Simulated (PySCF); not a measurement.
A structure optimised at PBE0-D3(BJ)/def2-SVP, used in a PySCF frequency run:

```xyz
6

Mo     0.3392     0.0604    -0.4617
O      1.9900     0.0428    -0.2877
N     -0.0483    -0.9443    -1.7933
H      0.3219    -1.5545    -2.5237
Cl    -0.3681     2.1658    -0.9337
Br    -0.6827    -0.9010     1.5041
```
Charge 0, spin multiplicity 1.

Task: Write its SMILES and formula.

Result: [NH]=[Mo](=[O])([Cl])[Br], BrClHMoNO

Task: What are its rotational constants (standard atomic weights)?

Result: 2.4924, 1.0046, 0.85808 GHz
